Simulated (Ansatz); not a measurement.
`CO[SiH2]O[SiH3]` and `CO[SiH2]SC` differ in one atom or group.

Ansatz, PBE0-D4/def2-TZVP geometries, multiplicity 1. Each molecule was computed in one conformer, which needn't be the lowest.

```tsv
property	`CO[SiH2]O[SiH3]`
ideal-gas entropy at 298 K and 1 bar (rigid rotor, harmonic PBE0-D4/def2-TZVP) / J/(mol·K)	397
LUMO energy (PBE/def2-TZVPP) / eV	-0.76
LUMO energy (PBE0/def2-TZVPP) / eV	0.11
size of the dipole moment (B3LYP/def2-TZVPP) / D	1.00
HOMO–LUMO gap (ωB97M-V/def2-TZVPP) / eV	12.65
size of the dipole moment (ωB97M-V/def2-TZVPP) / D	1.02
```

(1) Give the same properties after the change, and the shifts. (Best estimate.)

## Answers

(1) The calculation gave: 
| property | `CO[SiH2]SC` | shift |
| --- | --- | --- |
| ideal-gas entropy at 298 K and 1 bar (rigid rotor, harmonic PBE0-D4/def2-TZVP) / J/(mol·K) | 381 | -16 |
| LUMO energy (PBE/def2-TZVPP) / eV | -0.52 | 0.24 |
| LUMO energy (PBE0/def2-TZVPP) / eV | 0.41 | 0.30 |
| size of the dipole moment (B3LYP/def2-TZVPP) / D | 1.16 | 0.16 |
| HOMO–LUMO gap (ωB97M-V/def2-TZVPP) / eV | 11.42 | -1.23 |
| size of the dipole moment (ωB97M-V/def2-TZVPP) / D | 1.17 | 0.15 |

With PBE0 the HOMO rises by 1.42 eV and the LUMO rises by 0.30 eV, so the gap narrows by about 1.12 eV. PBE moves the HOMO by 1.09 eV and ωB97M-V by 1.60 eV. Dipoles are sizes alone; their direction can turn. Modes under 60 cm⁻¹, often nearly free rotors, make the harmonic entropy too high.

B3LYP here is the variant with VWN-RPA as its local correlation; programs differ in this.
